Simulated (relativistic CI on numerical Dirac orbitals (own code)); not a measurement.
Ti³⁺ in a cubic cluster: 2p photoemission with charge transfer

Computed with a charge-transfer multiplet model of a cubic metal-ligand cluster with up to 2 ligand holes, Slater and spin-orbit integrals from Dirac-Coulomb-Breit ions, Slater integrals scaled by 0.9. The parameters are those of a tetrahedral site (10Dq negative, t2 hopping the larger). The ground state mixes d1 with configurations of k ligand holes L, whose averages lie at kΔ + k(k − 1)U_dd/2; a core hole lowers each added d electron by U_cd. 300 K, Lorentzian 0.6 eV and Gaussian 0.8 eV FWHM.

Atomic integrals in eV (Slater integrals scaled, ζ unscaled), ground: F2dd 7.400, F4dd 4.602, zeta_d 0.017; with the core hole: F2dd 7.400, F4dd 4.602, zeta_d 0.032, zeta_core 3.741, F2cd 5.699, G1cd 4.259, G3cd 2.418. Where a configuration has fewer than two d electrons, the dd integrals are those of d2.

Cluster parameters (eV): Δ = 4.6, U_dd = 4, 10Dq = -0.2, 10Dq(ligand) = 0, V(eg) = 1.1, V(t2g) = -1.87, final-state hopping factor = 1.

```csv
Case,n_d,d1,d2L,d3L2,S
U_cd = 4.9 eV,1.49,0.56,0.38,0.06,0.50
U_cd = 5.5 eV,1.49,0.56,0.38,0.06,0.50
U_cd = 6.1 eV,1.49,0.56,0.38,0.06,0.50
```

Weights, n_d and S are thermal averages at 300 K. Binding energies count from the first peak over 30 % of the highest in each spectrum, which can be another peak from case to case. The parameters are a model scan and need not match a compound or its usual spin state. Peaks in eV (height, largest 100):
- U_cd = 4.9 eV: 0.0 (100), 2.7 (16), 6.1 (44), 8.5 (23), 14.9 (7)
- U_cd = 5.5 eV: 0.0 (100), 2.6 (16), 6.0 (43), 8.6 (25), 15.0 (8)
- U_cd = 6.1 eV: 0.0 (100), 2.6 (16), 6.1 (42), 8.8 (26), 15.5 (10)

For the case U_cd = 4.9 eV, Δ = 4.6 eV is larger than U_dd = 4 eV, the Mott-Hubbard side of the Zaanen-Sawatzky-Allen scheme. With the core hole the configuration with one ligand hole lies at Δ − U_cd = -0.3, -0.9, -1.5 eV from the one without, in the order of the table; where this is negative the screened configuration lies lower, though the effective hopping of about 4.8 eV (from the holes of the mixed ground state) mixes the two strongly wherever it is as large as the gap.
